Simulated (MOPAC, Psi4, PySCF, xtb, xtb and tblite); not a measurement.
Two geometries of SMILES c1csc(Cc2ccc[se]2)c1 (C₉H₈SSe), relaxed at GFN2-xTB with one dihedral held; other torsions can differ between them too.

Structure A

```
19

C      3.0177     0.1937     1.2590
C      3.0948     0.9738     0.1535
S      1.8537     0.6116    -0.9810
C      1.2173    -0.6246     0.0556
C     -0.0068    -1.3809    -0.3389
C     -1.2201    -0.4987    -0.2636
C     -1.5412     0.3562     0.7435
C     -2.7505     1.0706     0.5634
C     -3.4072     0.7942    -0.5896
Se    -2.5130    -0.4628    -1.6205
C      1.9389    -0.7193     1.2038
H      3.7003     0.2613     2.0871
H      3.8039     1.7445    -0.0738
H     -0.1258    -2.2346     0.3365
H      0.0975    -1.7662    -1.3577
H     -0.9175     0.4838     1.6129
H     -3.1155     1.7784     1.2887
H     -4.3379     1.2178    -0.9210
H      1.7135    -1.4218     1.9868
```

Structure B

```
19

C     -2.8475     0.3588     1.2688
C     -3.1724     0.8557     0.0503
S     -2.1238     0.2751    -1.1839
C     -1.2338    -0.6667    -0.0343
C     -0.0268    -1.4441    -0.4506
C      1.1917    -0.5785    -0.3212
C      1.8416     0.0747    -1.3188
C      2.9301     0.8814    -0.9017
C      3.1524     0.8866     0.4344
Se     1.9441    -0.1833     1.3517
C     -1.7331    -0.5098     1.2208
H     -3.3794     0.5981     2.1721
H     -3.9644     1.5293    -0.2095
H      0.0690    -2.3259     0.1891
H     -0.1273    -1.7685    -1.4883
H      1.5532    -0.0158    -2.3529
H      3.5297     1.4445    -1.5970
H      3.9179     1.4276     0.9608
H     -1.3213    -1.0032     2.0846
```

### Question
Which is lower in energy at the level B3LYP-D3(BJ)/def2-SVP // GFN2-xTB (Psi4), and by how much?

### Answer
A is lower, by 0.31 kcal/mol (dihedral C4–C5–C6–Se10: 135° in A, 75° in B).

E(B) − E(A) in kcal/mol at the other levels, on the same two geometries: GFN2-xTB (xtb and tblite) -0.58; B3LYP/def2-SVP // GFN2-xTB (Psi4) 0.56; PBE/def2-SVP // GFN2-xTB (Psi4) 0.54; PBE-D3(BJ)/def2-SVP // GFN2-xTB (Psi4) 0.43; PM7, restricted, heats of formation // GFN2-xTB (MOPAC) 0.19; AM1, restricted, heats of formation // GFN2-xTB (MOPAC) -0.29; GFN1-xTB // GFN2-xTB (xtb) -0.33; restricted B3LYP/6-31G*, spherical d, density fitting // GFN2-xTB (PySCF) 0.54.
